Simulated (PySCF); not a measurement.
I$_{2}$Pb, triplet, at the geometry of the source list (the spin is typed, not shown lowest) (core potentials on I, Pb). Base run: PBE/def2-SVP run with PySCF.

The PySCF input:
```python
from pyscf import gto, scf, dft, solvent

mol = gto.Mole()
mol.atom = '''
    Pb    0.033200    0.017200    1.135800
    I     1.058200   -1.866100   -0.572800
    I    -1.091400    1.848900   -0.562900
'''
mol.basis = 'def2-svp'
mol.ecp = {'I': 'def2-svp', 'Pb': 'def2-svp'}
mol.charge = 0
mol.spin = 2
mol.verbose = 3
mol.build()

mf = dft.UKS(mol)
mf.xc = 'pbe'
mf.kernel()
```

Variants of this job, named by their change:

```tsv
change	ΔE vs base (kJ/mol)	dipole (D)
base	0.00	0.86
model = IEF-PCM; solvent = 2-propanol; vdw_scale = 1.0	-24.75	2.20
model = IEF-PCM; solvent = tetrahydrofuran	-7.99	1.47
model = C-PCM; solvent = 2-propanol	-9.70	1.61
model = IEF-PCM; solvent = 2-propanol; vdw_scale = 1.4	-4.78	1.27
model = IEF-PCM; solvent = 2-propanol; r_probe = 0.5	-4.14	1.22
model = IEF-PCM; solvent = dichloromethane	-8.35	1.50
model = IEF-PCM; solvent = toluene	-4.37	1.17
model = IEF-PCM; solvent = 2-propanol; lebedev_order = 41	-9.39	1.59
model = IEF-PCM; solvent = 2-propanol	-9.37	1.59
model = IEF-PCM; solvent = 2-propanol; vdw_scale = 1.1	-14.46	1.84
model = SS(V)PE; solvent = 2-propanol	-9.34	1.58
```

The base is the gas phase, so ΔE is the electrostatic part of solvation at a fixed geometry, without cavity and dispersion terms.

Open shells are given as the SCF converged; they aren't shown to be the lowest states, and a large step between rows can be another state.
